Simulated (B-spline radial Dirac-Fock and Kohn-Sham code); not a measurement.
**Binding energies of W⁶⁶⁺**

System: tungsten as W⁶⁶⁺, [He] 2s2 2p4; nuclear rms radius 5.3658 fm (A = 184).

Input file task.json (cfg lists n, l and occupation; rrms is the nuclear radius in fm):

```json
{"items": [{
  "Z": 74,
  "q": 66,
  "cfg": [[1, 0, 2], [2, 0, 2], [2, 1, 4]],
  "A": 184,
  "rrms": 5.3658,
  "do": ["binding"]
}]}
```

Run with: `python xray_run.py task.json out`

Level of theory: Dirac-Fock ΔSCF + Breit + QED; a radial finite-basis atomic code. Correlation and solid-state effects are left out. Energies are counted from the vacuum level.

All terms are in eV, carry their sign (relaxation lowers the binding energy) and add up to the binding energy; ⟨r⟩ is the mean radius of the orbital in the initial state.

| subshell | −ε (Koopmans) | relaxation | Breit | QED | binding energy | ⟨r⟩ (bohr) |
| --- | --- | --- | --- | --- | --- | --- |
| 1s | 76597.2 | -17.78 | -206.04 | -121.10 | 76252.3 | 0.018 |
| 2s | 18130.4 | -1.88 | -23.05 | -18.90 | 18086.6 | 0.075 |
| 2p | 16799.6 | -2.41 | -26.22 | -1.68 | 16769.3 | 0.069 |

For the deepest level, K (1s), the Breit terms make up -0.270 % of the binding energy, QED -0.159 % and orbital relaxation -0.023 %.

Going to the tabulated ground configuration of the next ion removes an electron from L2,3 (2p), computed at 16769.3 eV. NIST lists 16252 ± 11 eV as the ionisation energy of this species (semi-empirical), -517.27 eV from the computed value. Where a p, d or f shell is open in either ion the computed value averages over both j values and all terms, while the table refers to the lowest levels; that difference holds spin-orbit splitting (largest in heavy or highly charged ions), term energies where several electrons share open shells, and correlation, and it can reach 10 % or more.
